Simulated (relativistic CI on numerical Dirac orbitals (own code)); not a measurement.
**Lu4+: 5p photoemission**

Computed with this model: Dirac-Coulomb-Breit CI, KLI orbitals optimised for each configuration, model QED, valence Slater integrals scaled by 0.8, multiplet model of photoemission in the sudden approximation; configurations [Xe] 4f13 → [Kr] 4d10 4f13 5s2 5p5; 300 K; Lorentzian 0.6 eV and Gaussian 0.5 eV FWHM. Energies are those of the free ion, without screening or charge transfer. The energies are binding energies and can lie tens of eV above those of solids. S is read from ⟨S²⟩ = S(S + 1).

free ion: ground-state S = 0.50, centroid 81.36 eV. Peaks (eV, height): 78.4 (100), 79.7 (29), 86.7 (62).

Strongest unbroadened transitions for free ion:

| Energy (eV) | Relative strength |
| --- | --- |
| 78.27 | 78.0 |
| 78.31 | 61.7 |
| 78.63 | 100.0 |
| 79.53 | 2.0 |
| 79.82 | 39.9 |
| 80.12 | 5.3 |
| 80.72 | 4.5 |
| 86.55 | 63.5 |
| 86.83 | 81.1 |
| 87.56 | 0.1 |
| 88.47 | 0.3 |
